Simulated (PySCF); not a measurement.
PySCF input (M06-2X/6-311+G**):

```python
from pyscf import gto, dft

mol = gto.M(
    atom='''
    S    -0.21893700   -0.10620700    0.36855500
    O     0.23046500    1.25696300   -0.16615700
    O     0.11739000   -1.21182700   -0.44335900
    H     0.72014700    1.33822300   -1.02075400
    ''',
    basis='6-311+g**',
    charge=1,
    spin=0,
    verbose=4,
)

mf = dft.RKS(mol, xc='m062x')
mf.grids.level = 4
mf.conv_tol = 1e-9
mf.max_cycle = 100
mf.max_memory = 1500
mf.kernel()
if not mf.converged:
    mf = mf.newton()
    mf.kernel(mf.make_rdm1())
mf.dip_moment()
```

From the output:

```
direct_scf = True
direct_scf_tol = 1e-13
XC library pyscf.dft.libxc version 7.1.2
    S. Lehtola, C. Steigemann, M. J. T. Oliveira, and M. A. L. Marques,  SoftwareX 7, 1–5 (2018)
XC functionals = m062x
    Y. Zhao and D. G. Truhlar,  Theor. Chem. Acc. 120, 215 (2008)
    Y. Zhao and D. G. Truhlar,  Theor. Chem. Acc. 120, 215 (2008)
radial grids:
    Treutler-Ahlrichs [JCP 102, 346 (1995); DOI:10.1063/1.469408] (M4) radial grids

becke partition: Becke, JCP 88, 2547 (1988); DOI:10.1063/1.454033
pruning grids: <function nwchem_prune>
grids dens level: 4
symmetrized grids: False
atomic radii adjust function: <function treutler_atomic_radii_adjust>
small_rho_cutoff = 0
Set gradient conv threshold to 3.16228e-05
Initial guess from minao.
tot grids = 100920
init E= -549.893138919023
  HOMO = -0.390121443946354  LUMO = -0.175352742991902  gap/eV = 5.84415
cycle= 1 E= -548.671022829766  delta_E= 1.22  |g|= 0.844  |ddm|= 2.09
  HOMO = -0.656041942847336  LUMO = -0.415980815062169  gap/eV = 6.53240
cycle= 2 E= -548.463002341039  delta_E= 0.208  |g|= 1.39  |ddm|= 1.49
  HOMO = -0.741516629945508  LUMO = -0.415847323550662  gap/eV = 8.86191
cycle= 3 E= -548.804419412567  delta_E= -0.341  |g|= 0.294  |ddm|= 0.966
  HOMO = -0.715834692650416  LUMO = -0.391503747045695  gap/eV = 8.82549
cycle= 4 E= -548.81890905688  delta_E= -0.0145  |g|= 0.0952  |ddm|= 0.206
  HOMO = -0.710524464669385  LUMO = -0.381790679012895  gap/eV = 8.94530
cycle= 5 E= -548.820459837649  delta_E= -0.00155  |g|= 0.0181  |ddm|= 0.0585
  HOMO = -0.713451946346889  LUMO = -0.382667881696553  gap/eV = 9.00109
cycle= 6 E= -548.820523905228  delta_E= -6.41e-05  |g|= 0.00342  |ddm|= 0.013
  HOMO = -0.713486536663668  LUMO = -0.382360104704902  gap/eV = 9.01041
cycle= 7 E= -548.820529118275  delta_E= -5.21e-06  |g|= 0.00134  |ddm|= 0.00515
  HOMO = -0.713730738092385  LUMO = -0.382502772637247  gap/eV = 9.01317
cycle= 8 E= -548.820530132076  delta_E= -1.01e-06  |g|= 0.000319  |ddm|= 0.00291
  HOMO = -0.713749428166601  LUMO = -0.382479064037739  gap/eV = 9.01433
cycle= 9 E= -548.820530200433  delta_E= -6.84e-08  |g|= 5.51e-05  |ddm|= 0.000843
  HOMO = -0.713751535021  LUMO = -0.382478547751072  gap/eV = 9.01440
cycle= 10 E= -548.820530201932  delta_E= -1.5e-09  |g|= 8.99e-06  |ddm|= 0.000115
  HOMO = -0.713750719979505  LUMO = -0.382478267263004  gap/eV = 9.01438
cycle= 11 E= -548.820530201966  delta_E= -3.4e-11  |g|= 1.84e-06  |ddm|= 1.52e-05
  HOMO = -0.713750552893107  LUMO = -0.382478137780133  gap/eV = 9.01438
Extra cycle  E= -548.82053020197  delta_E= -3.98e-12  |g|= 1.21e-06  |ddm|= 3.78e-06
converged SCF energy = -548.82053020197

WARN: System has nonzero charge 1; the dipole moment is origin-dependent.
Location of origin: [0. 0. 0.]

Dipole moment(X, Y, Z, Debye):  0.26424,  1.51993, -0.17527
```

The dipole moment of an ion depends on the origin.

The geometry given is a B3LYP-D3(BJ)/def2-TZVP minimum.
